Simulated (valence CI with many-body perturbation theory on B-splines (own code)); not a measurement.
Mo35+: key properties

Calculated by valence CI with perturbative core correlation (CI+MBPT): five valence electrons over a frozen Dirac-Fock core [He], radial functions for each j: 11 s, 11 p, 10 d, 8 f, 5 g, 2 h, with the one-electron correlation potential Σ1 (screened to all orders), the two-electron term Σ2, the three-electron term Σ3, Breit, model QED; selected single and double excitations, second order for the rest, scaled by the run's own slope (own B-spline code, finite nucleus).

The last digits are not significant, and no measured levels were compared; by estimate large intervals hold to a few tenths of a per cent, small ones and those within an open d or f shell to about a per cent. Among the levels kept, up to 11000 cm⁻¹ of a level comes from second order outside the variational space, and about a tenth of that is noise between levels of different J, which matters for small intervals.

Levels are named by their leading jj configuration (3d3/2^4 stands for four electrons in 3d with j = 3/2), which in mixed levels can hold well under half, so a name can repeat and another be missing.

Rates and lifetimes use the calculated energies. Strong lines usually hold to 10 to 20 %, long lifetimes can be off by a factor of two.

(1) What is the ground level?

(2) What is the ionisation energy?

(3) Where does the other parity begin?

(4) Among levels below 240.59 Ry, which E1 lines absorb most strongly from the ground level?

(5) Name the longest-lived excited levels whose lifetime is computed, and their main decay.

## Answers

(1) (2s^2 2p1/2^2 2p3/2) J=3/2, composition 41 % 2s²2p³ ²P° + 36 % 2s²2p³ ⁴S° + 23 % 2s²2p³ ²D°, g = 1.440.

(2) 4795.9 eV; NIST lists 4800 ± 30 eV (semi-empirical).

(3) At (2s 2p1/2^2 2p3/2^2) J=5/2, 18.62 Ry.

(4) to (2s^2 2p1/2^2 3d5/2) J=5/2 at 0.4423 nm, f = 0.418; to (2s^2 2p1/2 2p3/2 3d3/2) J=3/2 at 0.4255 nm, f = 0.376; to (2s^2 2p1/2 2p3/2 3d3/2) J=5/2 at 0.4257 nm, f = 0.329.

(5) (2s^2 2p1/2 2p3/2^2) J=5/2 at 8.42 Ry lives 519 ns, mostly by M1 to (2s^2 2p1/2^2 2p3/2) J=3/2; (2s^2 2p1/2 2p3/2^2) J=1/2 at 9.96 Ry lives 103 ns, mostly by M1 to (2s^2 2p1/2^2 2p3/2) J=3/2; (2s^2 2p1/2 2p3/2^2) J=3/2 at 7.26 Ry lives 94.0 ns, mostly by M1 to (2s^2 2p1/2^2 2p3/2) J=3/2.
